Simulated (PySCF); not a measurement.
# Cu(AsH3)Br: computed shieldings and shifts

Cu(AsH3)Br, AsBrCuH3.

Geometry (Å), atoms numbered from 1 in this order:
```xyz
6

Cu    0.000    0.013   -1.524
As    0.008   -0.020    0.756
H     0.831   -1.042    1.501
H    -1.288   -0.229    1.502
H     0.476    1.199    1.513
Br   -0.028    0.078   -3.748
```

GIAO calculations in PySCF 2.14 on the PBE0-D3(BJ)/def2-SVP structure: isolated species, non-relativistic, equivalent atoms averaged; basis pcSseg-1 (pcSseg-2 on Cu).

Task: Give the isotropic shieldings (ppm) with B3LYP, PBE, PBE0.

Result: 
```csv
atoms,environment,B3LYP,PBE,PBE0
Br6,bromine bonded to Cu,2817,2703,2863
As2,"arsenic bonded to Cu, 3 H",1744,1744,1790
Cu1,"Cu bonded to As, Br",1237,1082,1268
H3/H4/H5,hydrogen on an arsenic bonded to Cu,27.67,27.24,27.49
HOMO–LUMO gap (eV),–,5.30,3.80,5.77
```

Task: And the chemical shifts, against references computed in the same way?

Result: 
```tsv
atoms	nucleus, reference	B3LYP	PBE	PBE0
Br6	$^{79}$Br, HBr	-272	-151	-279
As2	$^{75}$As, AsH3	120	127	121
H3/H4/H5	$^{1}$H, TMS	3.72	3.95	3.78
```

Task: Which part of the shielding of Br6 depends on the functional?

Result: Diamagnetic: B3LYP 3123, PBE 3123, PBE0 3123 ppm; paramagnetic: B3LYP -307, PBE -419, PBE0 -260 ppm. The diamagnetic part, set mainly by inner electrons, hardly moves; the paramagnetic part goes with low-lying magnetically allowed excitations and carries the spread.

Task: What couplings does PBE/pcJ-1 (pcSseg-1 on As, pcSseg-1 on Br, pcSseg-1 on Cu) give?

Result: $^{2}J$(H3,H4) = -7.9 Hz (averaged over equivalent pairs; isotopes $^{1}$H).

Relativistic effects, spin–orbit coupling among them, are left out; they matter for As, Br and for the light atoms bonded to it.
